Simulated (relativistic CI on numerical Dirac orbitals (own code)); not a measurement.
## F3+: calculation against measurement

Computed by Dirac-Coulomb-Breit CI, orbitals from a KLI potential per configuration, model QED (radiative potential, 1s self-energy scaled to tabulated hydrogen-like ionisation energies), valence Slater integrals scaled by 0.85, P86 correlation estimate, and configurations built on the next ion tied to the tabulated ionisation energy (semi-empirical) (own radial code, finite nucleus).

CI space (outside the closed core 1s2): 2s2 2p2, 2s2 2p 3s, 2s2 2p 3p, 2s2 2p 3d, 2s2 2p 4s, 2s 2p3, 2p4, 2p3 3s, 2s 2p2 3s, 2p3 3p, 2s2 2p 4p, 2s2 2p 4d, 2s2 2p 4f, 2p3 3d, 2s 2p2 3p, 2s2 3s2, 2s 2p2 3d, 2s2 3s 3p, 2s2 3s 3d, 2s2 3p2, 2s2 3p 3d, 2s 2p2 4s, 2s2 3d2, 2s 2p 3s2. Levels of other configurations are missing.

```csv
Configuration,Term (tabulated),J,Measured (cm⁻¹),Computed,Error,Purity (%)
2s2 2p2,3P,0,0.0,0,0,98
2s2 2p2,3P,1,225.2,225,-1,98
2s2 2p2,3P,2,613.4,606,-7,98
2s2 2p2,1D,2,25241.0,24015,-1226,99
2s2 2p2,1S,0,53544.0,46840,-6704,95
2s 2p3,3D°,3,147841.8,151525,3684,99
2s 2p3,3D°,2,147888.9,151575,3686,99
2s 2p3,3D°,1,147901.6,151591,3690,99
2s 2p3,3P°,2,175237.0,175058,-179,99
2s 2p3,3P°,1,175242.0,175064,-178,99
2s 2p3,1P°,1,257390.0,253102,-4288,99
2p4,3P †,2,348327.0,358730,10403,97
2p4,3P †,1,348770.0,359168,10398,97
2p4,3P †,0,348963.0,359358,10395,97
2s2 2p 3s,3P°,1,416639.8,407395,-9245,96
2s2 2p 3s,3P°,2,417143.4,407898,-9246,96
2s2 2p 3s,1P°,1,423606.4,413683,-9924,96
2s2 2p 3p,3D,2,452081.1,444279,-7802,96
2s2 2p 3p,3D,3,452517.1,444717,-7801,96
2s2 2p 3p,3P,0,460215.2,451739,-8476,94
2s2 2p 3p,3P,1,460385.8,451910,-8476,94
2s2 2p 3d,3F°,2,492395.1,484524,-7871,72
2s2 2p 3d,3F°,3,492858.8,484895,-7964,97
2s2 2p 3d,3F°,4,493206.2,485241,-7966,97
2s2 2p 3d,3D°,2,497575.6,489278,-8297,95
2s2 2p 3d,3D°,3,497729.1,489437,-8292,96
2s2 2p 3d,3P°,2,500390.1,491489,-8901,95
2s2 2p 3d,3P°,1,500602.1,491698,-8904,95
2s 2p2 3p,3D°,1,550918.0,553030,2112,99
2s 2p2 3p,3D°,2,551098.0,553216,2118,99
2s 2p2 3p,3D°,3,551366.0,553484,2118,99
2s 2p2 3p,3P°,1,556051.0,557867,1816,66
2s 2p2 3p,3P°,2,556316.0,558147,1831,72
2s2 2p 4s,3P°,0,559747.0,560705,958,63
2s2 2p 4s,3P°,1,559881.0,560826,945,62
2s2 2p 4s,1P°,1,561267.0,562350,1083,95
2s 2p2 3s,3D,1,567900.0,568312,412,61
2s 2p2 3s,3D,2,568019.0,568408,389,62
2s 2p2 3d,3P,2,585201.0,587365,2164,98
2s 2p2 3d,3P,1,585425.0,587589,2164,98
2s 2p2 3d,3P,0,585531.0,587700,2169,98
2s 2p2 3s,1D,2,586263.0,585562,-701,65
2s 2p2 3d,3F,2,588021.0,590945,2924,98
2s 2p2 3d,3F,3,588223.0,591140,2917,97
2s 2p2 3d,3F,4,588478.0,591392,2914,96
2s2 2p 4d,3D°,1,589109.0,590089,980,93
2s2 2p 4d,3D°,2,589188.0,590153,965,82
2s2 2p 4d,3D°,3,589406.0,590395,989,98
2s2 2p 4d,3P°,2,590024.0,590903,879,82
2s2 2p 4d,3P°,1,590201.0,591059,858,93
```

Measured levels from Moore, Atomic Energy Levels, vol. I, NSRDS-NBS 35 (1971 reprint of NBS Circular 467, 1949); pairs were made by configuration, J and term (by order where the table uses no LS term), so strongly mixed levels may be paired wrongly. The analysis dates from before 1960.

Mean error by configuration (cm⁻¹): 2s2 2p2 -1984; 2s 2p3 1069; 2s2 2p 3s -9471; 2s2 2p 3p -8139; 2s2 2p 3d -8314; 2s 2p2 3p 1999; 2s2 2p 4s 995; 2s 2p2 3s 33; 2s 2p2 3d 2542; 2s2 2p 4d 934. Over the excited levels the mean absolute error is 3852 cm⁻¹ (49 of the 49 excited levels that our extract of the source holds in range could be paired), and the median relative error of those above 1,000 cm⁻¹ is 0.5 %. † marks terms whose computed intervals miss the measured ones by more than a factor of 2.5, or configurations far off the rest, from wrong mixing, a near crossing or a doubtful label or measurement; they are left out of the means.
